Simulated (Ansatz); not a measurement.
Reaction (formal exchange of groups at a C–O bond): `N=C=C[O][AlH2]` + `N=CO` → `N=C=CC(=N)O` + `[OH][AlH2]`

Gas-phase electronic energies from Ansatz, PBE0-D4/def2-TZVP geometries. CBS: MP2 limit from def2 TZ/QZ plus the TZ coupled-cluster correction, frozen cores. This one scheme is used for every species. Functionals use def2-TZVPP. One conformer a species, not always the lowest.

```tsv
species	r2SCAN0 energy (Eh)
`N=C=C[O][AlH2]`	-450.90006
`N=CO`	-169.83263
`N=C=CC(=N)O`	-301.31594
`[OH][AlH2]`	-319.45347
```

(1) Work out ΔE.

(2) What do rigid-rotor, harmonic-oscillator terms from PBE0-D4/def2-TZVP frequencies (298.15 K, 1 bar) make of the CCSD(T)/CBS value? (Estimate.)

Largest T1 diagnostic among the species: 0.015.

## Answers

(1) ΔE = (-301.31594) + (-319.45347) − (-450.90006) − (-169.83263) = -0.03672 Eh = -1.00 eV. CCSD(T)/CBS gives -0.96 eV.

(2) The calculation gave: ΔZPE = -0.02 eV, ΔH = -0.98 eV, ΔS = -15 J/(mol·K), ΔG = -0.94 eV.

From BLYP to BHLYP (50 % exact exchange), in def2-TZVPP and without D4, ΔE moves by −0.06 eV. Leaving LDA and LC-ωPBE aside and taking each functional with its dispersion term where it has one, the values, not all of them listed here, spread over 0.13 eV, from B97M-V to BLYP-D4. LDA lies −0.05 eV from PBE without D4. At CCSD(T), def2-SVP lies +0.15 eV from the extrapolated value and def2-TZVPP +0.02 eV.
